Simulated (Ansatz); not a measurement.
Basis-set extrapolation for C$_{2}$H$_{7}$BFNSi (PBE0-D4/def2-TZVP geometry, frozen core, Ansatz 0.2.0). Multiplicity 1, RHF reference.

```
                      def2-TZVPP   def2-QZVPP
                 HF  -547.403481  -547.424609
    MP2 correlation    -1.025252    -1.100909
CCSD(T) correlation    -1.113319      not run
```

Energies in hartree. Use E(X) = E(∞) + A·exp(−7.88·√X) for Hartree–Fock and E(X) = E(∞) + B·X^(−2.97) for correlation, with X = 3 and 4, and add CCSD(T) minus MP2 of the smaller set to the MP2 limit.

What is the CCSD(T) energy at the basis-set limit?

HF limit: -547.424609 + (-0.021128) × 0.13774 = -547.42752. MP2 limit: -1.100909 + (-0.075657) × 0.74074 = -1.15695. Higher-order term: -1.113319 − (-1.025252) = -0.08807. Total: -548.67254 hartree, 408.9 kJ/mol below CCSD(T)/def2-TZVPP.
